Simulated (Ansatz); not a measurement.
Basis-set series for C2H9BOSi, SMILES `CB(C)O[SiH3]`. Charge 0, multiplicity 1. The structure was optimised at the PBE0-D4/def2-TZVP level. It is one conformer, not always the lowest.

| functional | basis | functions | energy (Eh) | HOMO (eV) | LUMO (eV) |
| --- | --- | --- | --- | --- | --- |
| PBE0-D4 | def2-SVP | 119 | -470.72971 | -8.03 | 0.39 |
| PBE0-D4 | def2-QZVPP | 568 | -471.06115 | -8.11 | 0.08 |
| ωB97M-V | def2-SVP | 119 | -470.94199 | -10.34 | 2.46 |
| ωB97M-V | def2-QZVPP | 568 | -471.28269 | -10.43 | 1.34 |

Give the rows for def2-TZVPP. (Estimate.)

Computed: 
```
functional       basis  functions  energy (Eh)  HOMO (eV)  LUMO (eV)
   PBE0-D4  def2-TZVPP        292   -471.04019      -8.10       0.25
   ωB97M-V  def2-TZVPP        292   -471.26314     -10.43       1.73
```

Positive LUMOs are unbound and depend on the basis.
